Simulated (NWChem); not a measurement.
System: BNH$_{3}$, doublet; SMILES B[NH]

Input file for NWChem:

```
start job
memory heap 200 mb stack 900 mb global 1100 mb
geometry units angstroms noautoz
  B      0.042146     0.707195     0.000000
  N      0.088982    -0.623763     0.000000
  H     -1.029244     1.291226     0.000000
  H      1.076523     1.357574     0.000000
  H      0.194109    -1.621845     0.000000
end
basis spherical
  B library def2-svpd
  N library def2-svpd
  H library def2-svpd
end
dft
  odft
  mult 2
  xc xpbe96 cpbe96
  iterations 150
end
task dft gradient
```

NWChem printed, in part:

```
             Northwest Computational Chemistry Package (NWChem) 7.3.0
             --------------------------------------------------------

 CS  symmetry detected

                             Geometry "geometry" -> ""
                             -------------------------

 Output coordinates in angstroms (scale by  1.889725989 to convert to a.u.)

  No.       Tag          Charge          X              Y              Z
 ---- ---------------- ---------- -------------- -------------- --------------
    1 B                    5.0000     0.00023495     0.69471650     0.00000000
    2 N                    7.0000    -0.00997727    -0.63702616     0.00000000
    3 H                    1.0000    -1.04515772     1.32409946     0.00000000
    4 H                    1.0000     1.06151866     1.30019608     0.00000000
    5 H                    1.0000     0.05230518    -1.63869490     0.00000000

 Effective nuclear repulsion energy (a.u.)      26.9980824856

      Symmetry information
      --------------------

 Group name             Cs
 Group number              2
 Group order               2
 No. of unique centers     5

  pbe96 is a nonlocal functional; adding pw91lda local functional.

                                 NWChem DFT Module
                                 -----------------

 Summary of "ao basis" -> "ao basis" (spherical)
 ------------------------------------------------------------------------------
       Tag                 Description            Shells   Functions and Types
 ---------------- ------------------------------  ------  ---------------------
 B                         def2-svpd                 8       20   4s2p2d
 N                         def2-svpd                 8       20   4s2p2d
 H                         def2-svpd                 4        8   2s2p

      Symmetry analysis of basis
      --------------------------

        a'         46
        a"         18

            General Information
            -------------------
          SCF calculation type: DFT
          Wavefunction type:  spin polarized.
          No. of atoms     :     5
          No. of electrons :    15
           Alpha electrons :     8
            Beta electrons :     7
          Charge           :     0
          Spin multiplicity:     2
          Use of symmetry is: on ; symmetry adaption is: on
          Maximum number of iterations: 150
          AO basis - number of functions:    64
                     number of shells:    28
          Convergence on energy requested:  1.00D-06
          Convergence on density requested:  1.00D-05
          Convergence on gradient requested:  5.00D-04

              XC Information
              --------------
          PerdewBurkeErnzerhof Exchange Functional  1.000
            Perdew 1991 LDA Correlation Functional  1.000 local
           PerdewBurkeErnz. Correlation Functional  1.000 non-local

             Grid Information
             ----------------
          Grid used for XC integration:  medium
          Radial quadrature: Mura-Knowles
          Angular quadrature: Lebedev.
          Tag              B.-S. Rad. Rad. Pts. Rad. Cut. Ang. Pts.
          ---              ---------- --------- --------- ---------
          B                   0.85       49           9.0       434
          N                   0.65       49           8.0       434
          H                   0.35       45          10.0       434
          Grid pruning is: on
          Number of quadrature shells:   233
          Spatial weights used:  Erf1

      Superposition of Atomic Density Guess
      -------------------------------------

 Sum of atomic energies:         -80.24651668

      Non-variational initial energy
      ------------------------------

 Total energy =     -80.922286
 1-e energy   =    -160.311111
 2-e energy   =      52.390742
 HOMO         =      -0.255839
 LUMO         =       0.030740

   Symmetry analysis of molecular orbitals - initial alpha
   -------------------------------------------------------

  Numbering of irreducible representations:

     1 a'          2 a"

  Orbital symmetries:

     1 a'          2 a'          3 a'          4 a'          5 a'
     6 a'          7 a"          8 a'          9 a"         10 a'
    11 a'         12 a'         13 a'         14 a'         15 a"
    16 a'         17 a"         18 a'

   Symmetry analysis of molecular orbitals - initial beta
   ------------------------------------------------------

  Numbering of irreducible representations:

     1 a'          2 a"

  Orbital symmetries:

     1 a'          2 a'          3 a'          4 a'          5 a'
     6 a'          7 a"          8 a'          9 a"         10 a'
    11 a'         12 a'         13 a'         14 a'         15 a"
    16 a'         17 a"         18 a'

   convergence    iter        energy       DeltaE   RMS-Dens  Diis-err
 ---------------- ----- ----------------- --------- --------- ---------
 d= 0,ls=0.0,diis     1    -81.1430641590 -1.08D+02  9.12D-03  6.30D-02
                                                     9.86D-03  7.19D-02
 d= 0,ls=0.0,diis     2    -81.0466641114  9.64D-02  5.04D-03  2.62D-01
                                                     5.24D-03  2.13D-01
 d= 0,ls=0.0,diis     3    -81.1739203882 -1.27D-01  1.03D-03  1.47D-02
                                                     1.33D-03  1.70D-02
 d= 0,ls=0.0,diis     4    -81.1821447384 -8.22D-03  2.48D-04  1.75D-04
                                                     1.93D-04  9.55D-05
 d= 0,ls=0.0,diis     5    -81.1822265598 -8.18D-05  8.45D-05  3.23D-05
                                                     7.94D-05  1.87D-05
  Resetting Diis
 d= 0,ls=0.0,diis     6    -81.1822408776 -1.43D-05  4.93D-05  5.70D-06
                                                     5.22D-05  3.12D-06
 d= 0,ls=0.0,diis     7    -81.1822444040 -3.53D-06  2.01D-05  3.24D-07
                                                     1.59D-05  1.67D-07
 d= 0,ls=0.0,diis     8    -81.1822445667 -1.63D-07  8.47D-06  2.15D-07
                                                     9.49D-06  2.21D-07

         Total DFT energy =      -81.182244566719
      One electron energy =     -162.059765219833
           Coulomb energy =       65.756542148590
    Exchange-Corr. energy =      -11.877103981037
 Nuclear repulsion energy =       26.998082485561

 Numeric. integr. density =       14.999999457594

                  Occupations of the irreducible representations
                  ----------------------------------------------

                     irrep           alpha         beta
                     --------     --------     --------
                     a'                7.0          6.0
                     a"                1.0          1.0

                    DFT Final Alpha Molecular Orbital Analysis
                    ------------------------------------------

 Vector    6  Occ=1.000000D+00  E=-3.569184D-01  Symmetry=a'
              MO Center= -6.0D-02,  3.5D-01, -2.2D-16, r^2= 1.8D+00
   Bfn.  Coefficient  Atom+Function         Bfn.  Coefficient  Atom+Function
  ----- ------------  ---------------      ----- ------------  ---------------
    25      0.379793  2 N  px                 5      0.358597  1 B  px
    41      0.255863  3 H  s                 49     -0.224005  4 H  s
     8     -0.209759  1 B  px                28     -0.210485  2 N  px
    46     -0.041611  3 H  px                54     -0.039932  4 H  px
    50      0.033808  4 H  s                  6     -0.031898  1 B  py

 Vector    7  Occ=1.000000D+00  E=-2.786325D-01  Symmetry=a"
              MO Center= -6.4D-03, -4.1D-01,  4.2D-16, r^2= 1.1D+00
   Bfn.  Coefficient  Atom+Function         Bfn.  Coefficient  Atom+Function
  ----- ------------  ---------------      ----- ------------  ---------------
    27      0.552407  2 N  pz                30     -0.343159  2 N  pz
     7      0.266685  1 B  pz                10     -0.125353  1 B  pz
    17      0.039985  1 B  d -1              12      0.034591  1 B  d -1
    64     -0.025424  5 H  pz

 Vector    8  Occ=1.000000D+00  E=-2.294231D-01  Symmetry=a'
              MO Center= -3.8D-03,  1.6D-01, -2.6D-16, r^2= 2.2D+00
   Bfn.  Coefficient  Atom+Function         Bfn.  Coefficient  Atom+Function
  ----- ------------  ---------------      ----- ------------  ---------------
    25      0.510416  2 N  px                28     -0.346821  2 N  px
    49      0.273157  4 H  s                 41     -0.266926  3 H  s
     5     -0.189251  1 B  px                50      0.106924  4 H  s
    42     -0.105903  3 H  s                  8      0.089041  1 B  px
    16      0.074689  1 B  d -2              24      0.061729  2 N  s

 Vector    9  Occ=0.000000D+00  E=-3.052734D-02  Symmetry=a"
              MO Center=  2.2D-03,  6.5D-01, -3.2D-14, r^2= 2.5D+00
   Bfn.  Coefficient  Atom+Function         Bfn.  Coefficient  Atom+Function
  ----- ------------  ---------------      ----- ------------  ---------------
     7      0.509508  1 B  pz                10     -0.475126  1 B  pz
    27     -0.310188  2 N  pz                30      0.266958  2 N  pz
    17     -0.123628  1 B  d -1              64      0.105215  5 H  pz
    48     -0.070042  3 H  pz                56     -0.069927  4 H  pz
    12     -0.025427  1 B  d -1

[...]

                         DFT ENERGY GRADIENTS

    atom               coordinates                        gradient
                 x          y          z           x          y          z
   1 B       0.000444   1.312824   0.000000    0.000137   0.007030   0.000000
   2 N      -0.018854  -1.203805   0.000000    0.000459  -0.007648   0.000000
   3 H      -1.975062   2.502185   0.000000    0.002073  -0.003065   0.000000
   4 H       2.005979   2.457014   0.000000   -0.002195  -0.002975   0.000000
   5 H       0.098842  -3.096684   0.000000   -0.000474   0.006658   0.000000
```

Level: PBE/def2-SVPD, spin-unrestricted. In the optimisation the excess spin sits in a' (Cs, its own frame). All runs use the structure optimised with PBE0/def2-SVP, spin-unrestricted. No stability test was run on the SCF state.
